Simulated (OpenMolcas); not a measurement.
# Ni2+: moving the ligands

Ni2+ with 6 ligands (fluoride) in trigonal prismatic coordination (D3h) at 2 Å, a polar angle of 51.1° against the regular 49.1°. A charge of +0.667 e stands 3.2 Å behind each ligand. Ligand basis ANO-RCC-VDZP.
```
Ni    0.0000    0.0000    0.0000
F     1.5557    0.0000    1.2569
F    -0.7778    1.3473    1.2569
F    -0.7778   -1.3473    1.2569
F     1.5557    0.0000   -1.2569
F    -0.7778    1.3473   -1.2569
F    -0.7778   -1.3473   -1.2569
```

| Quantity | Value |
| --- | --- |
| Program | OpenMolcas 26.06 |
| Method | SS-CASPT2, IPEA 0.25 Eh, imaginary shift 0.1 Eh (closed shells correlated: 3s 3p and the ligand valence shells) |
| Basis | ANO-RCC-VTZP [6s5p3d2f1g] |
| Scalar Hamiltonian | DKH2, point nucleus |
| Active space | 8 electrons in 5 orbitals (3d) |
| State averaging | 2S+1 = 3 even, 10 roots; 2S+1 = 1 even, 15 roots |
| Spin-orbit coupling | RASSI with atomic mean-field integrals over the reference wave functions |

Runs around this geometry, states (labels of D3, the rotations of D3h). Energies in cm-1 above the lowest state or level, χT in cm3 K/mol.

```csv
R (Å),Polar angle / regular,Ground state,First state of that spin,First gap with spin-orbit (degeneracies),χT at 300 K,First state of another spin
1.9,1.04,3A2,3A1 4400,"110 (1, 2)",1.620,1E 13660
2,1.04,3A2,3A1 3040,"140 (1, 2)",1.898,1E 13600
2.06,1.04,3A2,3A2 2330,"160 (1, 2)",2.092,1E 13490
2,1.144,3A2,3A1 1920,"160 (1, 2)",2.058,1E 13590
```

Roots that are degenerate in the reference are averaged as groups; the widest CASPT2 spread within a group is 86 cm-1 (the 2-fold group of multiplicity 3 near 13600 cm-1 above the lowest state of its run, R = 1.9, ratio = 1.04). Shifts and gaps below about the spread of the groups concerned are not significant. Over all roots computed the reference weight is 0.70 to 0.71 in R = 1.9 in ratio = 1.04, 0.69 to 0.71 in R = 2 in ratio = 1.04, 0.69 to 0.71 in R = 2.06 in ratio = 1.04, 0.69 to 0.71 in R = 2 in ratio = 1.144; a low but even weight reflects the number of correlated electrons. A single d shell leaves out the double-shell effect, which counts most for late 3d ions, where the CASPT2 field can be off either way by tens of per cent. Ligand-to-metal charge-transfer states are missing. For late 3d ions with one d shell CASPT2 can put B and the spin-flip bands somewhat low as well as high. Free-ion shares, where given, are those of the reference states; single-state CASPT2 does not remix them. No measured value stands beside these numbers; the geometry is a model, was not optimised and need not be the one that this ion takes.
